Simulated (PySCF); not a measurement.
Cl2H2O2Ti, SMILES [OH][Ti]([OH])([Cl])[Cl], multiplicity 1.

Geometry optimised at PBE-D3(BJ)/def2-SVP. A frequency run showed that this geometry is not a minimum. The multiplicity is an assumed one; no other spin state was optimised. The structure was generated by enumeration; whether it is a known compound was not checked. The values are those of a single conformer.

The numbers are results of PBE-D3(BJ)/def2-SVP run with PySCF, not measurements.

Frequencies are harmonic and unscaled.

Computed normal modes with their intensities:
| mode | ν (cm⁻¹) | IR (km/mol) | moving atoms (share of kinetic energy) |
|---|---|---|---|
| 1 | 205i | 97.8 | H 93 % |
| 2 | 109 | 25.6 | Cl 68 %, H 11 %, Ti 11 %, O 10 % |
| 3 | 142 | 87.6 | H 49 %, Cl 25 %, O 15 %, Ti 10 % |
| 4 | 164 | 2.7 | O 51 %, Cl 25 %, Ti 21 % |
| 5 | 170 | 24.5 | O 55 %, Cl 23 %, H 11 %, Ti 11 % |
| 6 | 189 | 1.2 | O 50 %, H 32 %, Cl 12 % |
| 7 | 230 | 182.1 | H 81 %, O 18 % |
| 8 | 266 | 162.6 | O 44 %, H 38 %, Cl 16 % |
| 9 | 347 | 8.8 | H 55 %, O 25 %, Cl 18 % |
| 10 | 416 | 39.8 | Cl 51 %, Ti 24 %, O 19 % |
| 11 | 486 | 154.3 | Ti 57 %, Cl 37 % |
| 12 | 793 | 132.9 | O 67 %, Ti 24 %, H 8 % |
| 13 | 808 | 142.2 | O 60 %, Ti 34 % |
| 14 | 3791 | 195.3 | H 94 % |
| 15 | 3797 | 361.5 | H 94 % |
